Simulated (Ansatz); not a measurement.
The cluster Ge5H4⁺, relaxed as a doublet with UKS r2SCAN-D4/def2-SVP in Ansatz, starting from the GFN1-xTB geometry. Force threshold 0.02 eV/Å.

Another isomer (doublet) lies 0.64 eV lower at PBE0-D4/def2-TZVP; other spin states weren't run for this one.

Start:

Cartesian coordinates in Å:
```
Ge -1.169 1.438 -1.138
Ge 0.284 -1.853 -0.619
Ge 0.662 1.480 0.477
Ge -1.817 -0.807 -1.137
Ge 1.670 -0.651 0.932
H -0.192 -3.093 0.138
H -2.277 2.356 -0.658
H -0.214 1.715 1.713
H 3.054 -0.585 0.293
```

```csv
step,energy (eV),largest force component (eV/Å),SCF passes
1,-282611.8086,1.016,32
2,-282612.2427,0.620,40
3,-282612.4634,0.495,35
4,-282612.6041,0.287,35
5,-282612.6783,0.444,34
6,-282612.7509,0.472,34
7,-282612.8258,0.507,35
8,-282612.9003,0.489,35
9,-282612.9797,0.515,35
10,-282613.0305,0.233,33
11 (rejected),-282613.0270,0.250,32
12,-282613.0497,0.093,28
13,-282613.0547,0.128,27
14,-282613.0595,0.059,26
15,-282613.0618,0.041,28
16,-282613.0638,0.042,26
17,-282613.0648,0.047,28
18,-282613.0654,0.047,27
19,-282613.0662,0.043,28
20 (rejected),-282613.0650,0.068,26
21,-282613.0665,0.020,27
22,-282613.0666,0.007,29
```

Force components are those of the run's own axes.

End:

| atom | x (Å) | y (Å) | z (Å) |
| --- | --- | --- | --- |
| Ge1 | -1.434 | 1.318 | -0.997 |
| Ge2 | 0.190 | -1.957 | -0.937 |
| Ge3 | 0.406 | 1.506 | 0.451 |
| Ge4 | -1.914 | -0.947 | -0.203 |
| Ge5 | 1.461 | -0.574 | 0.472 |
| H6 | 0.540 | -3.455 | -0.903 |
| H7 | -2.417 | 2.502 | -0.964 |
| H8 | 0.688 | 2.562 | 1.527 |
| H9 | 2.479 | -0.955 | 1.554 |

By distances, no bond broke or formed. The bond that changes most is Ge1–Ge4, from 2.34 to 2.45 Å (atoms count from 1).

No frequencies were taken in this run, so the end may be a saddle point.

It took 3.5 min on 4 threads of Arm Neoverse V1 on a shared host.
